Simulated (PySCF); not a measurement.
F₃HOTi, SMILES [F][Ti]([F])([OH])[F], multiplicity 1. Atoms are numbered in the order given.

```xyz
6

Ti     0.0000     0.0000    -0.0085
F     -1.4272     0.8240    -0.6098
F      0.0000    -1.6480    -0.6098
F      1.4272     0.8240    -0.6098
O      0.0000     0.0000     1.7424
H      0.0000     0.0000     2.7115
```
Charge 0, spin multiplicity 1.

Geometry optimised at PBE-D3(BJ)/def2-SVP. A frequency run showed that this geometry is not a minimum. The multiplicity is an assumed one; other spin states were not compared. One conformer was computed; it need not be the lowest.

These are PBE-D3(BJ)/def2-SVP (PySCF 2.14.0) values and carry that method's errors.

Frequencies are harmonic and unscaled.

Modes within 1.5 cm⁻¹ of each other (mostly degenerate sets) share a row, with their intensities summed.

Computed harmonic wavenumbers and intensities:
| mode | ν (cm⁻¹) | IR (km/mol) | moving atoms (share of kinetic energy) |
|---|---|---|---|
| 1–2 | 211i | 353.7 | H 90 %, O 9 % |
| 3–4 | 195 | 9.6 | F 84 %, O 12 % |
| 5–7 | 223 | 38.4 | F 45 %, O 33 %, Ti 21 % |
| 8 | 707 | 16.9 | F 85 %, O 12 % |
| 9–10 | 790 | 353.4 | F 61 %, Ti 38 % |
| 11 | 849 | 203.5 | O 57 %, Ti 35 % |
| 12 | 3845 | 365.2 | H 94 % |
